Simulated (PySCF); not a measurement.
Fill in the blanks.

Compound: 3-(trifluoromethyl)pyridine, C₆H₄F₃N.
Z-matrix (Å and degrees, GFN2-xTB geometry), rows numbered from 1:
```
F 
C   1  1.3474
F   2  1.3431  1  106.08
F   2  1.3393  1  106.38  3   113.36
C   2  1.5012  1  111.86  3  -122.81
C   5  1.3904  2  120.00  1    81.69
C   6  1.3841  5  118.18  2  -178.75
C   7  1.3883  6  118.35  5     0.10
N   8  1.3212  7  123.42  6    -0.02
C   9  1.3179  8  118.58  7     0.06
H   6  1.0799  5  120.44  2     1.59
H   7  1.0779  6  120.77  5  -179.91
H   8  1.0815  7  121.15  6   179.96
H  10  1.0813  5  121.08  2    -1.54
```

```json
{"property": "point group of the GFN2-xTB geometry", "level": "GFN2-xTB", "value": "C1"}
{"property": "rotational constants A, B, C of the GFN2-xTB geometry", "level": "GFN2-xTB", "value": "2.919, 0.955, 0.822 GHz"}
{"property": "dipole moment", "level": "wB97X-D/def2-SVPD", "value": "?"}
{"property": "HOMO energy", "level": "wB97X-D/def2-SVPD", "value": "-9.86 eV"}
{"property": "LUMO energy", "level": "wB97X-D/def2-SVPD", "value": "?"}
{"property": "lowest singlet excitation", "level": "TDDFT wB97X-D/def2-SVPD", "value": "?"}
{"property": "strongest line among the 8 lowest singlet transitions", "level": "TDDFT wB97X-D/def2-SVPD", "value": "S6 at 7.55 eV (164 nm, f = 0.546)"}
{"property": "lowest triplet excitation (Tamm–Dancoff)", "level": "TDA wB97X-D/def2-SVPD", "value": "4.32 eV"}
{"property": "static isotropic polarisability", "level": "wB97X-D/def2-SVPD", "value": "?"}
{"property": "electronic spatial extent ⟨r²⟩ about the centre of nuclear charge", "level": "wB97X-D/def2-SVPD", "value": "?"}
{"property": "13C chemical shifts (computed TMS as zero) by class", "level": "GIAO PBE0/pcSseg-1", "value": "?"}
{"property": "1H chemical shifts (computed TMS as zero) by class", "level": "GIAO PBE0/pcSseg-1", "value": "9.33 (H14), 9.20 (H13), 8.26 (H11), 7.61 (H12) ppm"}
{"property": "isotropic shieldings of nuclei other than C and H, by class", "level": "GIAO PBE0/pcSseg-1", "value": "-94 (N9), 248 (F1/F3/F4) ppm"}
{"property": "largest of the computed one-bond spin–spin couplings (means over like bonds)", "level": "B3LYP/pcJ-1, spin–dipole term left out for some pairs", "value": "?"}
```

Electronic properties: PySCF, gas phase, density fitting. NMR classes are plain means over equivalent atoms (diastereotopic ones count apart unless rotation or inversion swaps them), as if these changed places fast; in this geometry the members of some classes differ.

(1) What is the lowest singlet excitation?

(2) The electronic spatial extent ⟨r²⟩ about the centre of nuclear charge?

(3) What are the largest of the computed one-bond spin–spin couplings (means over like bonds)?

(4) What are the 13C chemical shifts (computed TMS as zero) by class?

(5) What is the static isotropic polarisability?

(6) The LUMO energy?

(7) Give the dipole moment.

Answers

(1) 4.94 eV (251 nm, f = 0.003).

(2) 1337 bohr².

(3) 19F–13C -338.6 (F1–C2 and 2 like it), 13C–1H +191.0 (C10–H14), 13C–1H +186.0 (C8–H13), 13C–1H +171.4 (C6–H11), 13C–1H +170.9 (C7–H12) Hz.

(4) 158.9 (C8), 153.1 (C10), 140.6 (C6), 133.5 (C2), 132.6 (C5), 128.3 (C7) ppm.

(5) 74.7 au.

(6) 0.23 eV.

(7) 2.67 D.

The principal polarisabilities are 50.1, 79.9 and 94.0 au; their mean is the isotropic value. The rotational constants make it an asymmetric top with κ = (2B − A − C)/(A − C) = -0.87, nearer the prolate limit (−1). In wavenumbers S1 is 39900 cm⁻¹ (1 eV = 8065.54 cm⁻¹). The dipole matches unit charges of opposite sign 0.56 Å apart (1 e·Å = 4.8032 D).
